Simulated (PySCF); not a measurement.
Exercise with solution: oscillator strength and radiative lifetime

Al(AsH2)(F)(OH) (AlAsFH3O), SMILES [OH][Al]([F])[AsH2].

Coordinates come from a PBE-D3(BJ)/def2-SVP optimisation. The structure was generated by enumeration; whether it is a known compound was not checked. One conformer was computed; it need not be the lowest.

TDDFT-PBE/def2-SVPD (PySCF) puts the first singlet state with f over 0.02 at 5.39 eV (vertical), with the transition dipole (-0.856, -0.429, 0.142) in atomic units.

Problem. Find the oscillator strength, the wavelength and the radiative lifetime that this transition would have in vacuum if emission retraced absorption.

Solution. 
|μ|² = 0.9369 au, so |μ| = 2.46 D. ΔE = 5.39/27.211 = 0.1981 hartree. f = (2/3) ΔE |μ|² = 0.124 (the program prints 0.124).
λ = 1239.84/5.39 = 230 nm; ν = 43473 cm⁻¹.
Einstein's coefficient A = 0.6670 ν² f s⁻¹ (ν in cm⁻¹) = 1.6e8 s⁻¹, so τ = 1/A = 6.4 ns. This state is S1. The figure is the radiative limit of this one transition; relaxation, internal conversion, crossing to triplets and a medium change what is measured.
